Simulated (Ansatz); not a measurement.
A run on `C[CH2][GeH]` with other settings.

```yaml
crystal:
  periodic: [false, false, false]
  atoms:
    - {symbol: C, position_ang: [-0.575593, 0.537299, -0.536793]}
    - {symbol: C, position_ang: [0.356541, -0.618659, -0.205112]}
    - {symbol: Ge, position_ang: [1.552870, -0.456457, 1.380592]}
    - {symbol: H, position_ang: [-1.226547, 0.306864, -1.386269]}
    - {symbol: H, position_ang: [-0.016741, 1.439879, -0.798408]}
    - {symbol: H, position_ang: [-1.210177, 0.786818, 0.316344]}
    - {symbol: H, position_ang: [0.953955, -0.917314, -1.071947]}
    - {symbol: H, position_ang: [-0.230692, -1.515131, 0.061936]}
    - {symbol: H, position_ang: [0.484884, 0.390399, 2.222557]}
basis:
  gaussian: {orbitals: def2-TZVPD, fitting: {mean_field: cc-pVTZ-jkfit}}
hamiltonian: {xc: {name: wB97X}}
output: {forces: true}
```

```sh
$ ansatz run in.yaml --threads 4 --pin off --events-out ev --progress --plain --max-ram 10444MiB
```

It prints (some lines left out):

```
Functional definition: wB97X
545 factors; integrals over basis functions are off by at most 3.0e-1 eV
545 factors; integrals over basis functions are off by at most 2.6e-4 eV
mean field evaluation 1: about -58685.7870 eV, gradient 4.4e1 eV
mean field evaluation 2: about -58686.9159 eV, gradient 4.0e1 eV
mean field evaluation 4: about -58690.3007 eV, gradient 2.0e0 eV
mean field evaluation 8: about -58690.3095 eV, gradient 1.3e-1 eV
mean field evaluation 16: about -58690.3096 eV, gradient 6.1e-5 eV
mean field -58690.30955172 eV, -2156.8290943051 hartree, gradient 6.3e-5 eV, S^2 0.000000; 0 other end points of the search recorded, 0 dependent functions left out
reference -58690.30951696 eV, -2156.8290930275 hartree; 25, 25 occupied and 157, 157 virtual orbitals, 545 factors
Total energy: -58690.30951696 eV, -2156.8290930275 hartree
Atom 0 at    -0.575593     0.537299    -0.536793 Å, force    -0.077946     0.095338    -0.049928 eV/Å
Atom 1 at     0.356541    -0.618659    -0.205112 Å, force     0.149025    -0.144015     0.094781 eV/Å
Atom 2 at     1.552870    -0.456457     1.380592 Å, force    -0.149168     0.053919    -0.039320 eV/Å
Atom 3 at    -1.226547     0.306864    -1.386269 Å, force     0.028645     0.004727     0.040323 eV/Å
Atom 4 at    -0.016741     1.439879    -0.798408 Å, force    -0.013135    -0.020855     0.007765 eV/Å
Atom 5 at    -1.210177     0.786818     0.316344 Å, force     0.010004    -0.007236    -0.017648 eV/Å
Atom 6 at     0.953955    -0.917314    -1.071947 Å, force    -0.036029     0.018870     0.017116 eV/Å
Atom 7 at    -0.230692    -1.515131     0.061936 Å, force     0.015771     0.040690    -0.023662 eV/Å
Atom 8 at     0.484884     0.390399     2.222557 Å, force     0.072832    -0.041438    -0.029428 eV/Å
Dipole moment:    -0.105495    -0.017092    -0.156266 e Å
```

Run time 1.7 s (4 threads of an AMD EPYC 9R45 on a shared host); peak host memory 0.47 GiB.
